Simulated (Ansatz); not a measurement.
Start from `OC(O)Br` and change one element to get `[OH][SnH]([OH])[Br]`.

Ansatz, PBE0-D4/def2-TZVP geometries, multiplicity 1. Each molecule was computed in one conformer, which needn't be the lowest.

Elements past krypton have def2 core potentials. Scalar relativity is left out up to krypton.

```tsv
property	`OC(O)Br`
size of the dipole moment (ωB97M-V/def2-TZVPP) / D	2.41
HOMO–LUMO gap (PBE/def2-TZVPP) / eV	5.55
size of the dipole moment (PBE/def2-TZVPP) / D	2.42
LUMO energy (PBE0/def2-TZVPP) / eV	-0.06
ideal-gas entropy at 298 K and 1 bar (rigid rotor, harmonic PBE0-D4/def2-TZVP) / J/(mol·K)	304
zero-point energy (PBE0-D4/def2-TZVP) / kJ/mol	124.2
```

(1) What does the change do to each property? (Best estimate.)

Answers

(1) Computed: 
```tsv
property	`[OH][SnH]([OH])[Br]`	shift
size of the dipole moment (ωB97M-V/def2-TZVPP) / D	0.74	-1.67
HOMO–LUMO gap (PBE/def2-TZVPP) / eV	4.83	-0.72
size of the dipole moment (PBE/def2-TZVPP) / D	0.69	-1.73
LUMO energy (PBE0/def2-TZVPP) / eV	-1.51	-1.45
ideal-gas entropy at 298 K and 1 bar (rigid rotor, harmonic PBE0-D4/def2-TZVP) / J/(mol·K)	367	63
zero-point energy (PBE0-D4/def2-TZVP) / kJ/mol	89.4	-34.8
```

With PBE0 the HOMO falls by 0.64 eV and the LUMO falls by 1.45 eV, so the gap narrows by about 0.81 eV. PBE moves the HOMO by -0.62 eV and ωB97M-V by -0.59 eV. Dipoles are sizes alone; their direction can turn.

Spin–orbit coupling is left out; it splits and shifts lone-pair levels of the heavy atoms by tenths of an eV.
